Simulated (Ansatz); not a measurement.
The input (input.yaml):

```yaml
crystal:
  lattice:
    - [0.0, 5.43, 5.43]
    - [5.43, 0.0, 5.43]
    - [5.43, 5.43, 0.0]
  atoms:
    - { symbol: Si, position: [-0.02249326, -0.0324342, 0.03507165] }
    - { symbol: Si, position: [0.1162284, 0.08254452, 0.1565775] }
    - { symbol: Si, position: [-0.03061196, -0.01304884, 0.52893098] }
    - { symbol: Si, position: [0.08723295, 0.083951, 0.68160007] }
    - { symbol: Si, position: [0.02327577, 0.46277308, 0.01663142] }
    - { symbol: Si, position: [0.09004511, 0.59942124, 0.18847097] }
    - { symbol: Si, position: [-0.03838135, 0.45492939, 0.5498868] }
    - { symbol: Si, position: [0.08569925, 0.605933, 0.66388467] }
    - { symbol: Si, position: [0.48882578, 0.00090017, -0.00047214] }
    - { symbol: Si, position: [0.60689289, 0.07197782, 0.20291] }
    - { symbol: Si, position: [0.47544501, -0.04412147, 0.58160625] }
    - { symbol: Si, position: [0.59328004, 0.14700697, 0.63630324] }
    - { symbol: Si, position: [0.45619013, 0.45488096, 0.07825617] }
    - { symbol: Si, position: [0.72388054, 0.64719715, 0.265742] }
    - { symbol: Si, position: [0.45528574, 0.51662894, 0.48731103] }
    - { symbol: Si, position: [0.58557818, 0.57199671, 0.6857414] }
    - { symbol: Si, position: [0.68447396, 0.66282208, 0.92403662] }
basis:
  ecutwfc: 420.0
kpoints:
  mp_grid: { grid: [2, 2, 2] }
hamiltonian:
  xc: lda
  pseudopotentials: { kind: paw, azcp: { folder: soft_1 } }
scf:
  occupations: { method: fermi_dirac, width: 0.02 }
  lower_state_search: "off"
  convergence: { dr2_threshold: 0.1 }
  max_iter: 66
md:
  timestep: 3.0
  n_steps: 200
  ensemble: nve
  temperature: 840.0
  initial_velocities: maxwell_boltzmann
  seed: 730794
```

Run as:

```bash
$ ansatz run input.yaml --threads 1 --pin off --max-ram 3072MiB --backend cpu --events-out ev --progress --plain --runs-dir out
```

Hardware: 1 thread of Intel(R) Xeon(R) Platinum 8559C (Emerald Rapids), on a shared host.

**Question.** Roughly how long does this run take, and how much memory?

**Answer.** 4 min, with a peak of 0.57 GiB, for 201 ionic steps.
